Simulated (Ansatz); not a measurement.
Geometry optimisation, RKS B3LYP-D4/def2-SVP (Ansatz 0.2.0).

The input (input.yaml):

```yaml
crystal:
  periodic: [false, false, false]
  atoms:
    - { symbol: C, position_ang: [0.4598, -1.7528, 0.3223] }
    - { symbol: "N", position_ang: [-0.7081, -0.7881, 0.1535] }
    - { symbol: Si, position_ang: [-0.5647, 0.8262, -0.3974] }
    - { symbol: O, position_ang: [-0.0989, 0.6308, -1.9903] }
    - { symbol: F, position_ang: [-2.0036, 1.4421, -0.3331] }
    - { symbol: C, position_ang: [0.6578, 1.9025, 0.6033] }
    - { symbol: O, position_ang: [1.1218, 1.4918, 1.6825] }
    - { symbol: H, position_ang: [0.9783, -1.8456, -0.6433] }
    - { symbol: H, position_ang: [0.0391, -2.666, 0.6789] }
    - { symbol: H, position_ang: [1.1297, -1.3566, 1.0854] }
    - { symbol: H, position_ang: [-1.1892, -0.7179, 1.0743] }
    - { symbol: H, position_ang: [-0.6752, -0.0858, -2.3671] }
    - { symbol: H, position_ang: [0.8738, 2.8847, 0.1458] }
basis:
  gaussian: { orbitals: def2-SVP }
hamiltonian:
  xc: b3lyp
  dispersion: d4
relax:
  f_tol: 0.02
  max_steps: 40
scf:
  lower_state_search: "off"
output:
  orbitals: {}
```

Command:

```bash
$ ansatz run input.yaml --threads 2 --pin off --max-ram 3072MiB --backend cpu --events-out ev --progress --plain --runs-dir out
```

**Question.** Where does it end, and by what steps?

**Answer.** The forces met the threshold. The force dipped under the threshold on the way, but the program's further checks kept it going. After 25 steps the energy has fallen by 0.560 eV; O7 moved furthest, 0.71 Å.

```json
{"step": "0", "energy less start (eV)": "0.0000", "largest force component (eV/Å)": "2.304", "accepted": "yes"}
{"step": "1", "energy less start (eV)": "-0.3972", "largest force component (eV/Å)": "1.251", "accepted": "yes"}
{"step": "2", "energy less start (eV)": "-0.4223", "largest force component (eV/Å)": "1.071", "accepted": "yes"}
{"step": "3", "energy less start (eV)": "-0.4759", "largest force component (eV/Å)": "0.985", "accepted": "yes"}
{"step": "4", "energy less start (eV)": "-0.5330", "largest force component (eV/Å)": "0.202", "accepted": "yes"}
{"step": "5", "energy less start (eV)": "-0.5473", "largest force component (eV/Å)": "0.164", "accepted": "yes"}
{"step": "6", "energy less start (eV)": "-0.5521", "largest force component (eV/Å)": "0.170", "accepted": "yes"}
{"step": "7", "energy less start (eV)": "-0.5558", "largest force component (eV/Å)": "0.134", "accepted": "yes"}
{"step": "8", "energy less start (eV)": "-0.5569", "largest force component (eV/Å)": "0.098", "accepted": "yes"}
{"step": "9", "energy less start (eV)": "-0.5570", "largest force component (eV/Å)": "0.050", "accepted": "yes"}
{"step": "10", "energy less start (eV)": "-0.5569", "largest force component (eV/Å)": "0.176", "accepted": "no"}
{"step": "11", "energy less start (eV)": "-0.5577", "largest force component (eV/Å)": "0.030", "accepted": "yes"}
{"step": "12", "energy less start (eV)": "-0.5579", "largest force component (eV/Å)": "0.241", "accepted": "yes"}
{"step": "13", "energy less start (eV)": "-0.5587", "largest force component (eV/Å)": "0.047", "accepted": "yes"}
{"step": "14", "energy less start (eV)": "-0.5587", "largest force component (eV/Å)": "0.046", "accepted": "yes"}
{"step": "15", "energy less start (eV)": "-0.5586", "largest force component (eV/Å)": "0.068", "accepted": "no"}
{"step": "16", "energy less start (eV)": "-0.5589", "largest force component (eV/Å)": "0.008", "accepted": "yes"}
{"step": "17", "energy less start (eV)": "-0.5591", "largest force component (eV/Å)": "0.022", "accepted": "yes"}
{"step": "18", "energy less start (eV)": "-0.5593", "largest force component (eV/Å)": "0.113", "accepted": "yes"}
{"step": "19", "energy less start (eV)": "-0.5593", "largest force component (eV/Å)": "0.123", "accepted": "yes"}
{"step": "20", "energy less start (eV)": "-0.5595", "largest force component (eV/Å)": "0.042", "accepted": "yes"}
{"step": "21", "energy less start (eV)": "-0.5596", "largest force component (eV/Å)": "0.026", "accepted": "yes"}
{"step": "22", "energy less start (eV)": "-0.5597", "largest force component (eV/Å)": "0.047", "accepted": "yes"}
{"step": "23", "energy less start (eV)": "-0.5597", "largest force component (eV/Å)": "0.071", "accepted": "yes"}
{"step": "24", "energy less start (eV)": "-0.5597", "largest force component (eV/Å)": "0.032", "accepted": "yes"}
{"step": "25", "energy less start (eV)": "-0.5598", "largest force component (eV/Å)": "0.020", "accepted": "yes"}
```

```xyz
13
Properties=species:S:1:pos:R:3
C 0.418 -1.707 0.498
N -0.704 -0.793 0.322
Si -0.597 0.753 -0.389
O -0.162 0.729 -1.981
F -2.062 1.434 -0.187
C 0.720 1.890 0.414
O 1.568 1.409 1.137
H 1.177 -1.517 -0.276
H 0.099 -2.757 0.388
H 0.919 -1.593 1.476
H -1.485 -0.959 0.951
H -0.590 0.076 -2.550
H 0.721 3.000 0.212
```

Whether the end is a true minimum wasn't checked by a vibrational analysis.

Run time: 2.8 min on 2 threads of Arm Neoverse N1, with other jobs on the host, peak memory 0.29 GiB.
